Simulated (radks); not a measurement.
Values are calculated unless marked as measured or tabulated.
Species: Ce1.4+. Configuration: [Kr] 4d10 4f1 5s1.6 5p6 5d2 (fractional occupations, a model configuration). Level of theory: Dirac Kohn-Sham, PBEsol, spin-unpolarised, spherical densities, point nucleus; open shells are shared between the two j in proportion to 2j + 1 (a radial shooting solver on a logarithmic mesh with Libxc functionals).

Normalised radial functions P(r) = r R(r) (large component), r in bohr:

| r | 5p1/2 | 4f7/2 | 5d5/2 |
|---|---|---|---|
| 0.003756 | 0.0110 | 0.0000 | 0.0000 |
| 0.004373 | 0.0136 | 0.0000 | 0.0001 |
| 0.00505 | 0.0167 | 0.0000 | 0.0001 |
| 0.005879 | 0.0208 | 0.0000 | 0.0002 |
| 0.00679 | 0.0256 | 0.0000 | 0.0003 |
| 0.007841 | 0.0314 | 0.0000 | 0.0004 |
| 0.009128 | 0.0391 | 0.0000 | 0.0006 |
| 0.01054 | 0.0479 | 0.0000 | 0.0009 |
| 0.01218 | 0.0585 | 0.0000 | 0.0013 |
| 0.01417 | 0.0718 | 0.0000 | 0.0020 |
| 0.01637 | 0.0865 | 0.0001 | 0.0029 |
| 0.0189 | 0.1034 | 0.0001 | 0.0043 |
| 0.02201 | 0.1233 | 0.0003 | 0.0064 |
| 0.02542 | 0.1435 | 0.0004 | 0.0092 |
| 0.02935 | 0.1643 | 0.0007 | 0.0131 |
| 0.03417 | 0.1851 | 0.0013 | 0.0189 |
| 0.03946 | 0.2014 | 0.0021 | 0.0263 |
| 0.04558 | 0.2117 | 0.0034 | 0.0361 |
| 0.05306 | 0.2121 | 0.0057 | 0.0496 |
| 0.06128 | 0.1985 | 0.0091 | 0.0658 |
| 0.07077 | 0.1679 | 0.0145 | 0.0852 |
| 0.08238 | 0.1144 | 0.0231 | 0.1090 |
| 0.09514 | 0.0437 | 0.0355 | 0.1335 |
| 0.1108 | -0.0479 | 0.0546 | 0.1590 |
| 0.1279 | -0.1417 | 0.0805 | 0.1797 |
| 0.1477 | -0.2285 | 0.1162 | 0.1925 |
| 0.172 | -0.2934 | 0.1669 | 0.1920 |
| 0.1986 | -0.3102 | 0.2293 | 0.1731 |
| 0.2294 | -0.2689 | 0.3065 | 0.1323 |
| 0.267 | -0.1577 | 0.4035 | 0.0648 |
| 0.3084 | 0.0009 | 0.5073 | -0.0185 |
| 0.3562 | 0.1834 | 0.6173 | -0.1118 |
| 0.4146 | 0.3569 | 0.7316 | -0.2056 |
| 0.4789 | 0.4559 | 0.8283 | -0.2728 |
| 0.553 | 0.4537 | 0.9029 | -0.3019 |
| 0.6438 | 0.3256 | 0.9483 | -0.2784 |
| 0.7435 | 0.1003 | 0.9547 | -0.2014 |
| 0.8587 | -0.1845 | 0.9256 | -0.0776 |
| 0.9996 | -0.4878 | 0.8611 | 0.0876 |
| 1.154 | -0.7209 | 0.7760 | 0.2562 |
| 1.333 | -0.8616 | 0.6762 | 0.4149 |
| 1.552 | -0.8926 | 0.5631 | 0.5508 |
| 1.793 | -0.8210 | 0.4560 | 0.6349 |
| 2.087 | -0.6722 | 0.3501 | 0.6696 |
| 2.41 | -0.5020 | 0.2613 | 0.6526 |
| 2.783 | -0.3387 | 0.1866 | 0.5947 |
| 3.24 | -0.1990 | 0.1239 | 0.5026 |
| 3.742 | -0.1067 | 0.0793 | 0.4002 |
| 4.322 | -0.0502 | 0.0476 | 0.2966 |
| 5.031 | -0.0193 | 0.0255 | 0.1985 |
| 5.81 | -0.0066 | 0.0128 | 0.1236 |
| 6.71 | -0.0019 | 0.0058 | 0.0691 |
| 7.812 | -0.0004 | 0.0022 | 0.0326 |
| 9.022 | -0.0001 | 0.0007 | 0.0137 |

5p1/2: eigenvalue -33.323 eV, 3 radial nodes at r = 0.103, 0.308, 0.784 bohr, <r> = 1.69 bohr, 90 % of the charge inside 2.47 bohr. 4f7/2: eigenvalue -13.788 eV, 0 radial nodes, <r> = 1.09 bohr, 90 % of the charge inside 1.87 bohr. 5d5/2: eigenvalue -10.470 eV, 2 radial nodes at r = 0.299, 0.925 bohr, <r> = 2.65 bohr, 90 % of the charge inside 4.07 bohr.
